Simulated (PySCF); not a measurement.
# Partial charges of `C=C(C)[Si@@]1(P)CCO1`

C₅H₁₁OPSi.
Cartesian coordinates in Å at the GFN2-xTB level; atoms count from 1:
```
atom  x, y, z in Å
C1    -1.3819    1.3550   -1.6508
C2    -0.8075    0.2744   -1.1435
C3    -1.0077   -1.0915   -1.7225
Si4    0.3174    0.4316    0.3706
P5     0.7263    2.6066    0.7900
C6    -0.0265   -0.7153    1.8674
C7     1.2791   -1.3826    1.4468
O8     1.6470   -0.5794    0.3248
H9    -1.2219    2.3300   -1.2159
H10   -2.0294    1.3164   -2.5132
H11   -1.4399   -1.7547   -0.9748
H12   -1.6654   -1.0601   -2.5884
H13   -0.0475   -1.5114   -2.0173
H14    1.9167    2.3771    1.4575
H15    1.3744    2.7951   -0.4162
H16   -0.8894   -1.3690    1.8105
H17    0.0135   -0.2674    2.8543
H18    1.1622   -2.4158    1.1178
H19    2.0706   -1.3297    2.1955
```

Density: PBE0/pcSseg-1 (PySCF); schemes: Mulliken, IAO, Hirshfeld and ESP-fitted. Isolated species at its GFN2-xTB geometry (one conformer only).

At which atom do the 4 schemes differ most?

At C2: from -0.628 (Mulliken) to +0.108 e (ESP-fitted), 0.736 e apart.

For which atoms does the sign change between the 4 schemes (beyond +0.03 e in one, beyond −0.03 e in another)?

C2 and C7.

Do the Mulliken, IAO, Hirshfeld and ESP-fitted schemes agree on where the charge is lowest?

The schemes don't all agree: Mulliken C2 (-0.628); IAO O8 (-0.674); Hirshfeld O8 (-0.265); ESP-fitted C6 (-0.672).

Tabulate the Mulliken, IAO, Hirshfeld and ESP-fitted charges.

In e:

| atom | environment | Mulliken | IAO | Hirshfeld | ESP-fitted |
| --- | --- | --- | --- | --- | --- |
| C1 | terminal =CH2 carbon | -0.079 | -0.293 | -0.095 | -0.575 |
| C2 | fully substituted alkene carbon | -0.628 | -0.255 | -0.082 | +0.108 |
| C3 | allylic carbon | -0.183 | -0.419 | -0.117 | -0.433 |
| Si4 | oxygen-bound silicon | +0.981 | +1.065 | +0.389 | +0.723 |
| P5 | three-coordinate phosphorus | -0.271 | -0.136 | -0.027 | -0.464 |
| C6 | sp3 carbon bound to silicon | -0.570 | -0.577 | -0.176 | -0.672 |
| C7 | sp3 carbon bound to oxygen | +0.072 | -0.045 | -0.001 | +0.359 |
| O8 | silyl ether oxygen | -0.603 | -0.674 | -0.265 | -0.597 |
| H9 | vinylic hydrogen | +0.129 | +0.142 | +0.035 | +0.214 |
| H10 | vinylic hydrogen | +0.108 | +0.145 | +0.047 | +0.232 |
| H11 | methyl hydrogen | +0.126 | +0.148 | +0.046 | +0.140 |
| H12 | methyl hydrogen | +0.114 | +0.144 | +0.046 | +0.125 |
| H13 | methyl hydrogen | +0.140 | +0.160 | +0.049 | +0.153 |
| H14 | P–H hydrogen | +0.072 | +0.010 | -0.003 | +0.169 |
| H15 | P–H hydrogen | +0.069 | +0.005 | -0.006 | +0.131 |
| H16 | methylene hydrogen | +0.143 | +0.151 | +0.039 | +0.152 |
| H17 | methylene hydrogen | +0.143 | +0.153 | +0.039 | +0.203 |
| H18 | methylene hydrogen | +0.117 | +0.137 | +0.040 | +0.022 |
| H19 | methylene hydrogen | +0.119 | +0.138 | +0.041 | +0.010 |

Mean size of the charges over all atoms: ESP-fitted 0.289 e, IAO 0.252 e, Mulliken 0.246 e, Hirshfeld 0.081 e. Each set sums to the total charge, 0, to within 0.001 e. The ESP scheme is a least-squares fit of atom-centred charges to the potential on four shells outside the van der Waals surface, with the total charge fixed.

Sum the charges by element, for elements with more than one atom.

```tsv
element	atoms	Mulliken	IAO	Hirshfeld	ESP-fitted
C	5	-1.388	-1.588	-0.471	-1.213
H	11	+1.280	+1.333	+0.373	+1.551
```

How many electrons does the Hirshfeld scheme count on O8?

Z − q = 8 − (-0.265) = 8.265.
